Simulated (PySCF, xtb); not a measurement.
CH7NOSi3, SMILES O[Si@H]1N=C([SiH3])[SiH2]1. Other conformers were not sampled.

Harmonic wavenumbers (cm⁻¹) from GFN2-xTB (xtb 6.7.1) at its own minimum, in rising order: 58, 69, 80, 147, 177, 217, 279, 348, 374, 411, 458, 462, 487, 551, 591, 601, 674, 748, 765, 770, 781, 786, 807, 889, 954, 1554, 2201, 2209, 2228, 2233, 2237, 2295, 3652.

Q: What does TPSSh-D3(BJ)/def2-SVP run with PySCF give at its own minimum? (Estimate from the structure and the level; the computed values follow.)

A: 39, 71, 139, 179, 223, 242, 283, 337, 397, 464, 499, 568, 611, 649, 696, 716, 748, 806, 853, 887, 925, 949, 951, 956, 976, 1529, 2213, 2227, 2236, 2242, 2245, 2277, 3827. Paired by order, the mean absolute difference is 61 cm⁻¹ and the zero-point energies are 44.4 and 47.1 kcal/mol.
